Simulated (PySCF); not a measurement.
# A small calculation by hand: chemical shift, span and skew from a shielding tensor

B(NCO)(OH)(OMe) (C2H4BNO3), SMILES COB(O)N=C=O. Atoms are numbered in the order given.

```xyz
11

B      0.2901     0.4297    -0.3069
N      0.0617     0.0850     1.0771
C     -0.4154    -0.6235     1.9245
O     -0.8440    -1.2608     2.8071
O      1.0313     1.5253    -0.6317
H      1.3536     1.9973     0.1453
O     -0.2433    -0.3521    -1.2731
C     -0.0485    -0.0569    -2.6445
H      1.0211    -0.0754    -2.9118
H     -0.5774    -0.8198    -3.2334
H     -0.4489     0.9373    -2.9031
```
Charge 0, spin multiplicity 1.

Geometry optimised at B3LYP-D3(BJ)/def2-SVP. This is a generated structure with no PubChem entry under its InChIKey; it may be hypothetical. Other conformers were not sampled.

GIAO shieldings from HF/pcSseg-1 run with PySCF, non-relativistic, no solvent. The symmetric part of the tensor of C3 has the principal values -59.2, -55.2, 274.7 ppm. The same nucleus in TMS has σ = 192.6 ppm at this level (PySCF, at its B3LYP-D3(BJ)/def2-TZVP geometry).

Problem. Work out the isotropic shielding, the ¹³C shift against TMS, the span and the skew.

Solution. 
σ(iso) = (σ11 + σ22 + σ33)/3 = 53.4 ppm. δ = σ(ref) − σ(iso) = 192.6 − (53.4) = 139.2 ppm.
Span Ω = σ33 − σ11 = 333.9 ppm. Skew κ = 3(σ(iso) − σ22)/Ω = 0.98, an axial tensor. Tumbling in solution averages the tensor to δ; in a static solid the shielding alone would spread this spin-1/2 line over Ω.
